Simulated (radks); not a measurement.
Values are calculated unless marked as measured or tabulated.
Spherical quantum dot in the effective-mass picture: electrons in a hard-walled sphere of radius 2.22, with a point charge +1 (a donor) at the centre, all in effective atomic units (hartree* = m*/eps^2 hartree, bohr* = eps/m* bohr), one dielectric constant everywhere. Level of theory: non-relativistic Kohn-Sham, LDA (Slater exchange, Perdew-Wang correlation), spin-polarised, spherical densities (a radial shooting solver with Libxc functionals). Levels are named by radial order and angular momentum (1s, 1p, 1d, 2s, ...), and open shells are averaged over m. Results are scaled to m* = 0.253 and eps = 15.4, for which hartree* = 29.03 meV and bohr* = 3.221 nm.

N = 7, configuration 1s2 1p(up 3, down 2). This is the lowest configuration that the search found. Occupied and some empty levels:

level    occupation  eigenvalue (meV)  <r> (nm)
1s up             1            124.42     3.611
1s down           1            125.71     3.603
1p up             3            153.94     4.381
1p down           2            155.33     4.383
1d up             0            189.61     4.744
1d down           0            190.99     4.746
2s up             0            200.63     3.404
2s down           0            201.58     3.408
1f up             0            233.32     4.989
1f down           0            234.66     4.991

Energy (meV): total 563.224, kinetic 360.26, external -182.12, Hartree 492.82, exchange-correlation -107.74.

Electron density:

r (nm)  n(r) (e/nm^3)
0.174         0.01693
0.531         0.01418
0.889         0.01250
1.25          0.01159
1.60          0.01120
1.96          0.01114
2.32          0.01123
2.68          0.01133
3.03          0.01133
3.39          0.01112
3.75          0.01061
4.11         0.009780
4.46         0.008619
4.82         0.007198
5.18         0.005595
5.53         0.003967
5.89         0.002475
6.25         0.001268
6.61        0.0004470
6.96       0.00004990
